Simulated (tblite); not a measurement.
A tight-binding relaxation on `[O]1[GeH2][C@H](F)O[C@@H](CC1)C=O`.

Computed with GFN2-xTB geometry optimisation, gas phase (tblite 0.8.0). Start geometry: from a force field or distance geometry. The input is one job of a driver script: a line of settings, then coordinates in Å.

Command:
```bash
OMP_NUM_THREADS=1 python probes_run.py task.json out
```

Input:
```
{"job": {"kind": "relax", "xc": "GFN2-xTB", "basis": "xTB"}, "charge": 0, "multiplicity": 1}
O      3.004800     0.620300     1.072200
C      2.169800     1.056200     0.249500
C      0.806500     0.432300     0.225100
C      1.024600    -0.980300    -0.229500
C     -0.197100    -1.675200    -0.740400
O     -1.285600    -1.684000     0.108000
Ge    -1.922000    -0.134900     0.595300
C     -1.128100     1.423900    -0.183800
F     -2.029000     2.011800    -1.061700
O      0.083100     1.106900    -0.777800
H      2.427000     1.862400    -0.430300
H      0.300700     0.510800     1.213700
H      1.449800    -1.562900     0.632600
H      1.822900    -1.002800    -1.026100
H     -0.455700    -1.295600    -1.781800
H      0.076500    -2.741200    -0.896400
H     -1.777900    -0.024500     2.144900
H     -3.453000    -0.105600     0.275900
H     -0.927300     2.191600     0.602900
```

Output:
```
step      E/eV     max force
  0    -927.87022    4.722
  1    -928.17919    5.974
  2    -928.40141    1.260
  3    -928.46466    0.827
  4    -928.53934    0.627
  5    -928.56676    0.502
  6    -928.60704    0.355
  7    -928.62900    0.402
  8    -928.65256    0.359
  9    -928.67029    0.323
... (165 lines left out)
175    -928.89960    0.031
176    -928.89972    0.022
177    -928.89979    0.022
178    -928.89982    0.010
179    -928.89984    0.022
180    -928.89986    0.020
181    -928.89988    0.021
182    -928.89989    0.016
183    -928.89991    0.013
184    -928.89992    0.009
```

«max force» is the largest atomic force in eV/Å.

Task: From which step on does the largest force stay under 0.1 eV/Å, and how much energy is left to gain from there?

Result: From step 122 (0.047 eV/Å), 16.0 meV above the end.

Summary of the converged run: energy lowered by 23.7 kcal/mol over 184 steps; largest atomic force 0.009 eV/Å at the end.

Task: Give the final coordinates.

Result: 0.724 Å rms from the input after alignment:
```
atom  x, y, z in Å
O1     3.3502    0.1725    0.7125
C2     2.4064    0.8916    0.5630
C3     0.9841    0.4228    0.3402
C4     0.9532   -0.7629   -0.6279
C5    -0.3014   -1.6674   -0.5327
O6    -1.0897   -1.4525    0.6221
Ge7   -2.0864   -0.0029    0.7774
C8    -1.0886    1.4191   -0.2697
F9    -1.3193    0.9818   -1.5912
O10    0.2456    1.5777   -0.0527
H11    2.4860    1.9925    0.5849
H12    0.6179    0.0843    1.3272
H13    1.8428   -1.3533   -0.4003
H14    1.0424   -0.3835   -1.6466
H15   -0.9077   -1.5399   -1.4343
H16    0.0131   -2.7137   -0.4834
H17   -2.2121    0.1340    2.2694
H18   -3.4049   -0.2049    0.0685
H19   -1.5413    2.4138   -0.2340
```

Task: Estimate the wall time. Hardware: an Arm Neoverse V2 with one thread (shared host).

Result: About 1.4 s.
Labels such as C1 count atoms from 1, the log's own numbers from 0.
